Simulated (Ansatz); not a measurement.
Cost and result for the atomization energy of AlClFH₃OSi, SMILES `[F][Al]([Cl])[O][SiH3]` (8 atoms, 7 bonds).

Charge 0, multiplicity 1. All single points use the PBE0-D4/def2-TZVP geometry. It is one conformer, not always the lowest. Program: Ansatz. All runs use 4 threads of an Arm Neoverse V1 on a shared host. Times are those of one run each, without the atoms' runs, and a repeat can differ threefold. Electronic energies, without spin–orbit coupling; frozen cores. CCSD(T)/CBS adds CCSD(T) − MP2 in def2-TZVPP to the MP2 limit, and its time is that of the two runs behind it. T1 = 0.011. B3LYP takes the VWN-RPA correlation (the form of Gaussian; ORCA's B3LYP/G). HSE06 is the plane-wave form, built on full-range PBE exchange.

CCSD(T)/CBS is a level of theory with its own doubt, some kJ/mol a heavy atom from the limit and from the frozen cores, so smaller differences don't rank the functionals.

| level | functions | wall time | atomization (kcal/mol) | difference from CCSD(T)/CBS | per bond |
| --- | --- | --- | --- | --- | --- |
| BLYP-D4/def2-TZVPP | 230 | 1.8 s | 693.2 | -15.1 | -2.2 |
| PBE0-D4/def2-TZVPP | 230 | 2.7 s | 688.6 | -19.7 | -2.8 |
| CCSD(T)/def2-SVP | 97 | 2.9 s | 653.4 | -54.9 | -7.8 |
| BHLYP-D4/def2-TZVPP | 230 | 3 s | 680.9 | -27.4 | -3.9 |
| HSE06-D4/def2-TZVPP | 230 | 3.3 s | 688.8 | -19.5 | -2.8 |
| B3LYP-D4/def2-TZVPP (with forces) | 230 | 4.3 s | 695.6 | -12.7 | -1.8 |
| B2PLYP/def2-TZVPP | 230 | 4.6 s | 694.4 | -13.9 | -2.0 |
| PBE-QIDH/def2-TZVPP | 230 | 4.8 s | 694.2 | -14.1 | -2.0 |
| r2SCANh-D4/def2-TZVPP | 230 | 5.5 s | 699.5 | -8.8 | -1.3 |
| ωB97X-V/def2-TZVPP | 230 | 7.5 s | 705.2 | -3.1 | -0.4 |
| MP2/def2-QZVPP | 414 | 15 s | 721.3 | 13.0 | 1.9 |
| CCSD(T)/def2-TZVPP | 230 | 96 s | 686.5 | -21.8 | -3.1 |
| CCSD(T)/CBS(def2) | – | 110 s | 708.3 | 0.0 | 0.0 |

Leaving LDA and LC-ωPBE aside and taking each functional with its dispersion term where it has one, the values, not all of them listed here, spread over 25.6 kcal/mol, from revPBE-D4 to B97M-V. LDA lies +88.4 kcal/mol from PBE without D4, its usual overbinding. At CCSD(T), def2-SVP lies −54.9 kcal/mol from the extrapolated value and def2-TZVPP −21.8 kcal/mol: correlation converges slowly with the basis, and small sets miss more of it in the bonded molecule than in its fragments. The D4 term adds +6.9 kcal/mol with B3LYP and +3.6 kcal/mol with PBE0; it sums over pairs of atoms, weighted by their polarisabilities, and B3LYP, whose exchange is more repulsive, gets the larger term.
